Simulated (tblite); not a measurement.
Ag (SMILES [Ag+]), charge +1, singlet (GFN-xTB shapes and energies of metal compounds can be far from the true ones); GFN1-xTB in tblite 0.6.0.

The tblite input:
```
$ tblite run mol.xyz --method gfn1 --charge 1 --spin 0 --etemp 2000 --json tblite.json --no-restart

# file mol.xyz
1

Ag     0.00000000     0.00000000     0.00000000
```

What does tblite print? Leave out banner, timings and long lists.


```
xTB calculator
 | screened Coulomb repulsion
 | Coulomb electrostatics
 |  * isotropic Klopman-Ohno-Mataga-Nishimoto electrostatics
 |  * onsite third-order electrostatics
 | DFT-D3(BJ) dispersion correction

halogen bonding energy    0.0000000000000E+00 Eh
repulsion energy          0.0000000000000E+00 Eh
dispersion energy         0.0000000000000E+00 Eh
number of electrons       1.0000000000000E+01 e
integral cutoff           3.0383276318896E+01 bohr

------------------------------------------------------------
  cycle        total energy    energy error   density error
------------------------------------------------------------
      1     -3.293703427236  -3.2937034E+00   1.4840153E+00
      2     -3.293705362797  -1.9355613E-06   8.9021160E-01
      3     -3.293706884165  -1.5213678E-06   9.4464676E-05
      4     -3.293706884165  -2.5757174E-14   1.2192875E-08
------------------------------------------------------------

electronic energy        -3.2937068841647E+00 Eh
total energy             -3.2937068841647E+00 Eh

Post processing:
 | Mayer-Wiberg bond orders

[Info] JSON dump of results written to 'tblite.json'
```
